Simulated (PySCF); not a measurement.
Compound: C8H17N.
Atom-mapped SMILES: `[CH3:1][N:2]([CH:3]1[CH2:4][CH2:5]1)[C:6]([CH3:7])([CH3:8])[CH3:9]` (hydrogens: H10, H11, H12 on C1; H13 on C3; H14, H15 on C4; H16, H17 on C5; H18, H19, H20 on C7; H21, H22, H23 on C8; H24, H25, H26 on C9)

Computed, not measured: PBE0-D3(BJ)/def2-SVP geometry optimisation, gas phase in PySCF 2.14.0.

Question: List the bond lengths, angles and torsions at this level.

Answer: 
```json
{"bond": "C1–N2", "length (Å)": "1.447", "order": "single"}
{"bond": "N2–C3", "length (Å)": "1.429", "order": "single"}
{"bond": "C3–C4, C3–C5", "length (Å)": "1.501", "order": "single"}
{"bond": "C4–C5", "length (Å)": "1.496", "order": "single"}
{"bond": "N2–C6", "length (Å)": "1.481", "order": "single"}
{"bond": "C6–C7, C6–C8, C6–C9", "length (Å)": "1.533", "order": "single"}
{"bond": "C1–H10, C1–H11", "length (Å)": "1.099", "order": "single"}
{"bond": "C1–H12", "length (Å)": "1.111", "order": "single"}
{"bond": "C3–H13", "length (Å)": "1.105", "order": "single"}
{"bond": "C4–H14, C5–H17", "length (Å)": "1.092", "order": "single"}
{"bond": "C4–H15, C5–H16", "length (Å)": "1.093", "order": "single"}
{"bond": "C7–H18 and 8 like bonds", "length (Å)": "1.100", "order": "single"}
```

Bonds in one row agree within 0.01 Å and their mean is given. Orders are formal, as drawn. A selection of angles:
```json
{"angle": "C1–N2–C3", "degrees": "110.7"}
{"angle": "C1–N2–C6", "degrees": "115.1"}
{"angle": "C3–N2–C6", "degrees": "116.0"}
{"angle": "N2–C3–C4", "degrees": "117.7"}
{"angle": "N2–C3–C5", "degrees": "120.4"}
{"angle": "C4–C3–C5", "degrees": "59.8"}
{"angle": "C3–C4–C5", "degrees": "60.1"}
{"angle": "N2–C6–C7", "degrees": "112.5"}
{"angle": "N2–C6–C8", "degrees": "108.9"}
{"angle": "C7–C6–C8", "degrees": "109.4"}
{"angle": "C8–C6–C9", "degrees": "107.3"}
```

Torsions: C1–N2–C3–C4 -70° (synclinal); N2–C3–C4–C5 -111° (anticlinal); C1–N2–C6–C7 -62° (synclinal); N2–C3–C5–C4 106° (anticlinal). The mirror-image conformer, all signs reversed, is as good.

The C–N distances run from 1.429 Å (N2–C3, drawn single) to 1.481 Å (N2–C6, drawn single), a spread of 0.052 Å. N2 (tertiary amine nitrogen) is pyramidal (angles 116.0°, 115.1° and 110.7°, sum 341.8°, 0.36 Å off the plane of its three neighbours). The 3-membered ring C3–C4–C5 has internal angles of 59.8° to 60.1°. The 6 C–C bonds span 1.496 Å (C4–C5, drawn single) to 1.537 Å (C6–C7, drawn single), a spread of 0.041 Å. Of the pairs four or more bonds apart, H10···H23 is among the closest relative to their van der Waals radii: 2.05 Å, 85 % of the sum of Bondi's values.

Point group: C1 (no symmetry element, even within 0.4 Å). No frequency check. One conformer, not necessarily the lowest.

Hardware: Intel Xeon Platinum 8488C, one thread, shared host with 192 logical CPUs at a one-minute load of 68. Cost: 3.8 min, 0.97 GiB resident at most. That covers the optimisation of the geometry.
